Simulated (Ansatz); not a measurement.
Ansatz (an electronic-structure program) input (HF/def2-QZVPPD):
A basis named .json is the Basis Set Exchange file of that set.

Ansatz 0.2 input:
```yaml
crystal:
  periodic: [false, false, false]
  atoms:
    - {symbol: Ru, position_ang: [0.00000000, 0.00000000, 0.00000000]}
    - {symbol: F, position_ang: [0.00000000, 0.00000000, 1.86528623]}
    - {symbol: F, position_ang: [-0.00000000, -0.00000000, -1.86528623]}
basis:
  gaussian:
    orbitals: def2-QZVPPD.json
hamiltonian:
  xc: hf
total_charge: 1
magnetization: {spin_polarized: true, initial_magnetization: 3}
```

End of the output:

```
mean field evaluation 8: about -7967.3284 eV, gradient 1.4e-1 eV
mean field evaluation 16: about -7967.4671 eV, gradient 9.2e-4 eV
mean field evaluation 32: about -7967.4723 eV, gradient 2.1e-5 eV
mean field evaluation 64: about -7967.4115 eV, gradient 8.0e-1 eV
mean field evaluation 96: about -7966.1359 eV, gradient 4.7e0 eV
mean field evaluation 128: about -7966.1190 eV, gradient 1.5e-1 eV
mean field evaluation 160: about -7966.0895 eV, gradient 2.4e-1 eV
mean field evaluation 192: about -7963.1859 eV, gradient 3.6e0 eV
mean field evaluation 224: about -7967.3284 eV, gradient 1.5e-1 eV
mean field evaluation 256: about -7962.5387 eV, gradient 5.5e-3 eV
mean field evaluation 288: about -7966.1894 eV, gradient 7.8e-1 eV
mean field evaluation 320: about -7965.8251 eV, gradient 3.7e0 eV
mean field -7967.47233657 eV, -292.7992078224 hartree, gradient 6.0e-6 eV, S^2 3.884053; 8 other end points of the search recorded, 0 dependent functions left out
reference -7967.47233657 eV, -292.7992078224 hartree; 18, 15 occupied and 202, 205 virtual orbitals, 1134 factors
Total energy: -7967.47233657 eV, -292.7992078224 hartree
```

This state (charge 1, quartet) is run at the relaxed geometry of the species with charge 0 and multiplicity 3.

The determinant is spin-contaminated: <S^2> is 3.88 against 3.75 for a pure state.
